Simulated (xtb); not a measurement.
CClF (SMILES F[C]Cl), singlet, at a GFN2-xTB geometry; GFN1-xTB (xtb 6.7.1).

Here is a job for xtb.
```
$ xtb mol.xyz --gfn 1 --etemp 1000 --json

# file mol.xyz
3

F     -1.46348443    -0.30712072     0.00275987
C     -0.53985773     0.63598266     0.02854521
Cl     0.96532390    -0.06187114    -0.01153588
```

Question: What does xtb print? Leave out banner, timings and long lists.

Answer: 
```
   ID    Z sym.   atoms
    1    9 F      1
    2    6 C      2
    3   17 Cl     3

           -------------------------------------------------
          |                Calculation Setup                |
           -------------------------------------------------

           -------------------------------------------------
          |                 G F N 1 - x T B                 |
           -------------------------------------------------

          ...................................................
          :                      SETUP                      :
          :.................................................:
          :  # basis functions                  18          :
          :  # atomic orbitals                  17          :
          :  # shells                            7          :
          :  # electrons                        18          :
          :  # halogen bonds                     0          :
          :  max. iterations                   250          :
          :  Hamiltonian                  GFN1-xTB          :
          :  restarted?                      false          :
          :  GBSA solvation                  false          :
          :  PC potential                    false          :
          :  electronic temp.         1000.0000000     K    :
          :  accuracy                    1.0000000          :
          :  -> integral cutoff          0.2500000E+02      :
          :  -> integral neglect         0.1000000E-07      :
          :  -> SCF convergence          0.1000000E-05 Eh   :
          :  -> wf. convergence          0.2000000E-04 e    :
          :  Broyden damping             0.4000000          :
          :  net charge                          0          :
          :  unpaired electrons                  0          :
          ...................................................

 iter      E             dE          RMSdq      gap      omega  full diag
   1    -11.4177732 -0.114178E+02  0.397E+00    2.24       0.0  T
   2    -11.4221443 -0.437114E-02  0.252E+00    2.22       1.0  T
   3    -11.4221331  0.112469E-04  0.580E-01    2.23       1.0  T
   4    -11.4222124 -0.793291E-04  0.340E-02    2.22       1.7  T
   5    -11.4222134 -0.931588E-06  0.309E-03    2.22      18.7  T
   6    -11.4222134  0.494090E-08  0.149E-03    2.22      38.7  T
   7    -11.4222134 -0.591900E-08  0.157E-05    2.22    3685.1  T
   8    -11.4222134 -0.600409E-12  0.193E-07    2.22  100000.0  T

   *** convergence criteria satisfied after 8 iterations ***

         :::::::::::::::::::::::::::::::::::::::::::::::::::::
         ::                     SUMMARY                     ::
         :::::::::::::::::::::::::::::::::::::::::::::::::::::
         :: total energy             -11.398248076654 Eh    ::
         :: gradient norm              0.010329562581 Eh/a0 ::
         :: HOMO-LUMO gap              2.222678089862 eV    ::
         ::.................................................::
         :: SCC energy               -11.422213363095 Eh    ::
         :: -> electrostatic           0.010607323728 Eh    ::
         :: repulsion energy           0.024450908042 Eh    ::
         :: dispersion energy         -0.000485621601 Eh    ::
         :: halogen bond corr.         0.000000000000 Eh    ::
         :: add. restraining           0.000000000000 Eh    ::
         :: total charge               0.000000000000 e     ::
         :::::::::::::::::::::::::::::::::::::::::::::::::::::

           -------------------------------------------------
          |                Property Printout                |
           -------------------------------------------------

    * Orbital Energies and Occupations

         #    Occupation            Energy/Eh            Energy/eV
      -------------------------------------------------------------
         1        2.0000           -0.9382770             -25.5318
         2        2.0000           -0.8793429             -23.9281
         3        2.0000           -0.6409821             -17.4420
         4        2.0000           -0.5946221             -16.1805
         5        2.0000           -0.5897071             -16.0467
         6        2.0000           -0.5642249             -15.3533
         7        2.0000           -0.4995638             -13.5938
         8        2.0000           -0.4864383             -13.2367
         9        2.0000           -0.4151383             -11.2965 (HOMO)
        10        0.0000           -0.3334564              -9.0738 (LUMO)
        11                         -0.1665467              -4.5320
        12                         -0.0749451              -2.0394
        13                         -0.0657743              -1.7898
        14                         -0.0637286              -1.7341
        15                         -0.0285215              -0.7761
        16                          0.1119123               3.0453
        17                          0.2966842               8.0732
      -------------------------------------------------------------
                  HL-Gap            0.0816819 Eh            2.2227 eV
             Fermi-level           -0.3742973 Eh          -10.1851 eV

  Mulliken/CM5 charges         n(s)   n(p)   n(d)
     1F    -0.19978 -0.22178   1.828  5.372  0.000
     2C     0.19663  0.21608   1.482  2.321  0.000
     3Cl    0.00315  0.00571   1.934  5.053  0.010

Wiberg/Mayer (AO) data.
largest (>0.10) Wiberg bond orders for each atom

 ---------------------------------------------------------------------------
     #   Z sym  total        # sym  WBO       # sym  WBO       # sym  WBO
 ---------------------------------------------------------------------------
     1   9 F    1.221 --     2 C    1.139
     2   6 C    2.530 --     3 Cl   1.391     1 F    1.139
     3  17 Cl   1.473 --     2 C    1.391
 ---------------------------------------------------------------------------

Topologies differ in total number of bonds
Writing topology from bond orders to xtbtopo.mol

 dipole moment from electron density (au)
     X       Y       Z
   0.3539  -0.2011  -0.0108  total (Debye):    1.035

           -------------------------------------------------
          | TOTAL ENERGY              -11.398248076654 Eh   |
          | GRADIENT NORM               0.010329562581 Eh/α |
          | HOMO-LUMO GAP               2.222678089862 eV   |
           -------------------------------------------------

normal termination of xtb
```
